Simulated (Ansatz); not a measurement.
Potential energy curve for MgH, doublet.

- UCCSD = CCSD on UHF/cc-pVTZ, frozen core run with Ansatz (a quantum-chemistry and plane-wave program)
- FCI = Ansatz with full CI/cc-pVTZ, frozen core

Energies relative to the lowest point of each curve near equilibrium, in eV:

```
R / Å  UCCSD
-----  -----
1.49   0.358
1.57   0.150
1.66   0.030
1.70   0.008
1.98   0.167
2.13   0.369
2.63   1.032
2.92   1.237
3.16   1.311
3.48   1.346
3.81   1.355
6.00   1.358
```

### Question
Predict the corresponding FCI column.

### Answer
1.49: 0.360; 1.57: 0.151; 1.66: 0.031; 1.70: 0.008; 1.98: 0.164; 2.13: 0.365; 2.63: 1.034; 2.92: 1.244; 3.16: 1.322; 3.48: 1.361; 3.81: 1.372; 6.00: 1.376 (eV).

The unrestricted determinant behind UCCSD is spin-contaminated at 2.40 to 3.16 Å (<S²> up to 0.9, against 0.75 for a pure doublet).
